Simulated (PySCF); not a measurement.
SMILES c1cc(OCC)c(C)cc1, C9H12O

Geometry:
| atom | x (Å) | y (Å) | z (Å) |
| --- | --- | --- | --- |
| C1 | 2.954 | 0.212 | 0.107 |
| C2 | 1.704 | -0.633 | 0.127 |
| O3 | 0.600 | 0.216 | -0.072 |
| C4 | -0.646 | -0.307 | -0.096 |
| C5 | -0.927 | -1.666 | 0.067 |
| C6 | -2.251 | -2.111 | 0.027 |
| C7 | -3.289 | -1.210 | -0.174 |
| C8 | -2.995 | 0.146 | -0.336 |
| C9 | -1.687 | 0.622 | -0.301 |
| C10 | -1.352 | 2.072 | -0.472 |
| H11 | 3.843 | -0.416 | 0.259 |
| H12 | 2.921 | 0.969 | 0.904 |
| H13 | 3.054 | 0.733 | -0.856 |
| H14 | 1.738 | -1.402 | -0.668 |
| H15 | 1.604 | -1.164 | 1.092 |
| H16 | -0.124 | -2.385 | 0.226 |
| H17 | -2.461 | -3.176 | 0.156 |
| H18 | -4.324 | -1.555 | -0.206 |
| H19 | -3.806 | 0.862 | -0.494 |
| H20 | -0.682 | 2.225 | -1.332 |
| H21 | -0.817 | 2.462 | 0.408 |
| H22 | -2.259 | 2.672 | -0.624 |

Computed, not measured: quadratic response CAM-B3LYP/def2-SVPD first hyperpolarisability, Taylor convention, gas phase in PySCF. Geometry: PBE0-D3(BJ)/def2-SVP.

Problem. Give the tensor of the second harmonic β(−2ω;ω,ω) at 1907 nm in the axes of these coordinates.

Solution. In au, Taylor convention; rows are the first index (the induced dipole):
|  | xx | yy | zz | xy | xz | yz |
| --- | --- | --- | --- | --- | --- | --- |
| x | +165.7 | +20.8 | -11.6 | +85.0 | +2.9 | +0.8 |
| y | +84.0 | +39.8 | +15.2 | +22.3 | +0.5 | +0.6 |
| z | +3.1 | +0.4 | -9.1 | +0.6 | -11.6 | +15.3 |

Norm of βᵢ = ⅓ Σⱼ (βᵢⱼⱼ + βⱼᵢⱼ + βⱼⱼᵢ): 224.7 au, hyper-Rayleigh value 94.3 au.
